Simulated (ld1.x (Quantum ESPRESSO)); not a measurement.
## magnesium TM: all-electron and pseudo phase curves

- Element: Mg (Z = 12)
- Generator: ld1.x (Quantum ESPRESSO) 7.5
- Type: norm-conserving Troullier–Martins (Kleinman–Bylander form)
- Functional: PBE
- Relativity: non-relativistic
- Frozen core: [He] 2s2
- Valence charge: 8
- Reference configuration: 2p6 3s2 3p0
- Partial waves: 3s (bound): rc 2.60 bohr; 2p (bound): rc 0.85 bohr; 3d channel at -0.05 Ry: rc 1.95 bohr
- Local potential: all-electron potential smoothed inside 0.65 bohr (lloc = -2)
- Core correction: Bessel-smoothed model core, default radius (core density twice the valence density)

The phase is arctan(r·u′/u) with u = r·R(r), unwrapped; energies in Ry, scanned from -5 to 5 Ry. A pole is an energy at which the radial function vanishes at the test radius. The pseudo phase is shifted by a multiple of π to meet the all-electron one at the reference energy, and phase errors are pseudo minus all-electron; the curves can meet again beyond the range given. Levels narrower than the energy grid can be missing from the lists of poles. n/a: not evaluated, since a narrow level or a reset projector energy made the automatic matching unsafe.

For each channel, where are the poles, and over which energies does the pseudopotential scatter like the atom?

| channel | radius (bohr) | reference energy (Ry) | poles, all-electron | poles, pseudo | unbroken range about the reference energy with phases within 0.05 rad | phase error 1 Ry above the reference energy (rad) |
| --- | --- | --- | --- | --- | --- | --- |
| s | 2.85 | -0.35 | 0.97 | 0.96 | n/a | n/a |
| p | 2.85 | -3.43 | 1.66 | 1.68 | n/a | n/a |
| d | 2.85 | -0.05 | 2.27 | 2.28 | below 3.9 | +0.001 |

Note: ghost state, extra bound levels that the all-electron valence spectrum of the same l lacks: s at -42.7 eV. A true bound ghost makes a file unfit for plane-wave use.

Phases in the p channel:

```json
{"E (Ry)": "-5.00", "all-electron": "1.407", "pseudo": "1.407"}
{"E (Ry)": "-4.48", "all-electron": "1.396", "pseudo": "1.396"}
{"E (Ry)": "-3.96", "all-electron": "1.383", "pseudo": "1.383"}
{"E (Ry)": "-3.44", "all-electron": "1.120", "pseudo": "1.120"}
{"E (Ry)": "-2.92", "all-electron": "-1.787", "pseudo": "-1.787"}
{"E (Ry)": "-2.40", "all-electron": "-1.814", "pseudo": "-1.814"}
{"E (Ry)": "-1.88", "all-electron": "-1.852", "pseudo": "-1.852"}
{"E (Ry)": "-1.36", "all-electron": "-1.913", "pseudo": "-1.913"}
{"E (Ry)": "-0.84", "all-electron": "-2.028", "pseudo": "-2.028"}
{"E (Ry)": "-0.32", "all-electron": "-2.340", "pseudo": "-2.338"}
{"E (Ry)": "0.20", "all-electron": "-3.528", "pseudo": "-3.519"}
{"E (Ry)": "0.72", "all-electron": "-4.388", "pseudo": "-4.384"}
{"E (Ry)": "1.24", "all-electron": "-4.619", "pseudo": "-4.617"}
{"E (Ry)": "1.76", "all-electron": "-4.729", "pseudo": "-4.727"}
{"E (Ry)": "2.28", "all-electron": "-4.811", "pseudo": "-4.808"}
{"E (Ry)": "2.80", "all-electron": "-4.900", "pseudo": "-4.895"}
{"E (Ry)": "3.32", "all-electron": "-5.045", "pseudo": "-5.033"}
{"E (Ry)": "3.84", "all-electron": "-5.451", "pseudo": "-5.402"}
{"E (Ry)": "4.36", "all-electron": "-6.846", "pseudo": "-6.745"}
{"E (Ry)": "4.88", "all-electron": "-7.484", "pseudo": "-7.459"}
```
